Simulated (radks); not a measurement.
Problem. As I, configuration [Ar] 3d9.5 4p5.5 (fractional occupations, a model configuration). Calculated with a radial shooting solver on a logarithmic mesh with Libxc functionals: Dirac Kohn-Sham, PBE, spin-unpolarised, spherical densities, point nucleus; open shells fill j = l - 1/2 first. Some entries of the table are withheld. Estimate them.

orbital  occ.  eigenvalue (hartree)  <r^2> (bohr^2)  r(max) (bohr)
1s1/2       2                   (1)        0.002786        0.02973
2s1/2       2                   (2)         0.04842         0.1702
2p1/2       2             -49.15877         0.03746            (3)
2p3/2       4             -47.81541         0.03893            (4)
3s1/2       2              -7.31441          0.4088         0.5210
3p1/2       2                   (5)          0.4315         0.5143
3p3/2       4                   (6)          0.4462         0.5227
3d3/2       4                   (7)          0.5451         0.4722
3d5/2     5.5                   (8)          0.5522         0.4749
4p1/2       2                   (9)           6.239          1.847
4p3/2     3.5                  (10)           6.488          1.880

Solution. 
(1) 1s1/2 eigenvalue (hartree): -430.8971
(2) 2s1/2 eigenvalue (hartree): -54.98294
(3) 2p1/2 r(max) (bohr): 0.1342
(4) 2p3/2 r(max) (bohr): 0.1373
(5) 3p1/2 eigenvalue (hartree): -5.35529
(6) 3p3/2 eigenvalue (hartree): -5.16854
(7) 3d3/2 eigenvalue (hartree): -1.81582
(8) 3d5/2 eigenvalue (hartree): -1.78813
(9) 4p1/2 eigenvalue (hartree): -0.26620
(10) 4p3/2 eigenvalue (hartree): -0.25365
